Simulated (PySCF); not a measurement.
# How methods differ on the ionisation energy of Cu+

Cu+ [Ar] 3d10 (1S) → Cu(2+) [Ar] 3d9 (2D), as a difference of total energies. Calculation: PySCF 2.14, in x2c-TZVPPall with one added diffuse shell each of s, p, d, f type (7s6p5d3f1g, 80 functions); scalar relativity by spin-free X2C-1e. Correlated levels: valence and next inner shell: [Ne] frozen. The calculations carry no spin-orbit coupling.

```
                                method  ionisation energy (eV)
                                   UHF                  17.176
    MP2 (valence and next inner shell)                  21.472
SCS-MP2 (valence and next inner shell)                  20.889
   CCSD (valence and next inner shell)                  19.957
CCSD(T) (valence and next inner shell)                  20.170
```

How much does correlation contribute at CCSD(T) (valence and next inner shell)?

20.170 − (17.176) = 2.994 eV, measured against UHF.

The reference lies between the lowest fine-structure levels, while these numbers refer to the centres of the terms.

Errors of the correlated levels include the incompleteness of this basis and the frozen core.

For comparison: 20.292 eV (measured; NIST Atomic Spectra Database, ionization energies).
